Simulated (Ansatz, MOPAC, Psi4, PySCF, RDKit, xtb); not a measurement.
Complex: CH4 (SMILES C) (first 5 atoms) with C3H4 (SMILES C=C=C); geometry from B3LYP-D3(BJ)/def2-TZVP, rigid monomers moved along the line of their centres of mass till H5···C7 is 3.40 Å.
(charge 0, multiplicity 1):
```xyz
12

C     -0.204    -0.044    -0.291
H      0.372    -0.099    -1.213
H     -0.758     0.894    -0.267
H     -0.902    -0.880    -0.252
H      0.468    -0.091     0.564
C      1.476    -0.037     4.098
C      0.186     0.041     3.955
C     -1.103     0.118     3.805
H      1.975    -0.993     4.204
H      2.095     0.853     4.117
H     -1.554     0.101     2.820
H     -1.765     0.202     4.660
```

| level | interaction energy (meV) | cost |
|---|---|---|
| UFF | -35.2 | - |
| GFN-FF | -24.2 | - |
| PM6 | -7.2 | - |
| PM7 | -33.3 | - |
| GFN2-xTB | -31.2 | - |
| HF/3-21G (no counterpoise) | -16.2 | - |
| PBE-D3(BJ)/def2-TZVPPD | -42.6 | ×1 |
| PBE-D4/def2-TZVPPD | -41.6 | ×1 |
| BP86/6-31G* (no counterpoise) | 1.7 | - |
| r2SCAN/def2-TZVPPD | -17.9 | ×2 |
| B3LYP/3-21G (no counterpoise) | -18.8 | - |
| B3LYP/6-31G* (no counterpoise) | -12.8 | - |
| B3LYP/def2-TZVPPD | 3.9 | ×1 |
| PBE0/def2-TZVPPD | -13.6 | ×1 |
| PBE0-D4/def2-TZVPPD | -37.9 | ×1 |
| wB97M-V/def2-TZVPPD | -29.6 | ×4 |
| SCS-MP2/aug-cc-pVDZ | -22.5 | - |
| CCSD/aug-cc-pVDZ | -24.7 | - |
| CCSD(T)/aug-cc-pVDZ | -29.5 | ×10 |
| SAPT0/jun-cc-pV(D+d)Z | -21.0 | - |

The rows run from -42.6 (PBE-D3(BJ)/def2-TZVPPD) to 3.9 meV (B3LYP/def2-TZVPPD). The dispersion term adds -24.3 in PBE0-D4. The 4 functionals in def2-TZVPPD without D3 or D4 span 33.5, from wB97M-V to B3LYP.

Monomers are frozen at their geometry in the pair; levels with a basis set take the counterpoise correction. Rows marked so take none. RDKit's UFF carries no charges.

Frozen-core correlation. Rows in 3-21G, 6-31G* carry no dispersion term and start afresh at each structure (6-31G* with six Cartesian d functions). The state that PM6, PM7 reach isn't checked; PM7 holds dispersion and hydrogen-bond terms.

Programs: Ansatz (an electronic-structure program); MOPAC for PM6, PM7 (differences of heats of formation); Psi4 for SAPT; PySCF for 3-21G rows, 6-31G* rows, the dispersion terms; RDKit for the force fields; xtb for the GFN methods. Each number belongs to the level named beside it.

Costs are rough ratios of core time to PBE/def2-TZVPPD (about 10 s over the structures, on one shared machine); a dash marks a level with no comparable run of its own.
